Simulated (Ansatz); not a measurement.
Saddle point of BNH6Se, closed shell (BNH₄ ([BH2][NH2]) + H₂Se → BH₃Se ([BH2][SeH]) + NH₃ (still joined by a long B–N bond); bonds formed: B1–Se6, N2–H5; bonds broken: H5–Se6; bonds weakened to dative contacts: B1–N2), PBE0-D4/def2-TZVP structure:

```
atom    x (Å)    y (Å)    z (Å)
  B1  -0.6688  -0.4726   0.2416
  N2  -0.1350   0.8830   0.6292
  H3  -1.7534  -0.4880  -0.2612
  H4  -0.2714  -1.4164   0.8567
  H5   0.5822   0.6248  -0.6496
 Se6   0.6859  -0.5798  -1.7612
  H7   0.4752   0.9398   1.4309
  H8  -0.7712   1.6659   0.6020
  H9   1.8564  -1.1567  -1.0885
```

Energies are electronic, without zero-point energy. Barriers and step energies count from the start structure reached by relaxing down the imaginary mode; all methods use the PBE0-D4 structures, on which another method's saddle can fall below an end. Computed with Ansatz 0.2.0 (basis: def2-TZVPP, with def2-QZVPP for the basis limit); correlated methods freeze the cores. Filled d shells of the heavier atoms are correlated. The def2 sets are not built for correlating such inner shells, so the correlated values are less sure here. B3LYP uses VWN-RPA correlation. Extrapolation: Hartree–Fock as exp(−7.88 √X), correlation as X^−2.97.

```csv
method,barrier (kJ/mol),step energy (kJ/mol)
SPW92,42.5,-61.5
PBE-D4,?,-40.1
BLYP-D4,92.8,-16.3
r2SCAN-D4,80.7,-38.8
B97M-V,106.0,-28.3
PBE0-D4,82.3,-44.9
B3LYP-D4,101.6,-21.5
r2SCAN0-D4,88.8,-43.0
BHLYP-D4,117.4,-24.8
CAM-B3LYP-D4,109.6,-22.7
wB97X-V,105.5,-33.6
wB97M-V,103.8,-31.6
B2PLYP,105.7,-24.3
PBE-QIDH,91.2,-47.8
RPA on PBE,?,-26.6
HF,165.1,-2.5
MP2,?,-43.1
CCSD,114.7,-30.6
CCSD(T),104.0,-34.4
```

Q: Fill in the withheld barriers. (To be estimated.)

A: By the calculation: PBE-D4 70.1; MP2 93.5; RPA on PBE 106.0 kJ/mol. Each is the energy of the saddle less that of the start structure, by the same method.

For comparison, the barrier by CCSD(T) at an estimated basis limit (MP2 extrapolated from triple and quadruple zeta, plus CCSD(T) − MP2 in triple zeta) is 100.9 kJ/mol.

No T1 diagnostic of these runs exceeds 0.012.

Labels in which every atom is bracketed show which atoms are joined, not bond orders.

For scale, one of the runs: CCSD(T)/def2-TZVPP, 194 basis functions, launched by `ansatz run in.yaml --threads 4 --pin off --events-out ev --progress --plain --max-ram 9574MiB`. The run took 44 s on 4 CPU threads of an Arm Neoverse V2 (shared host), with 2.3 GiB of host memory at its peak.
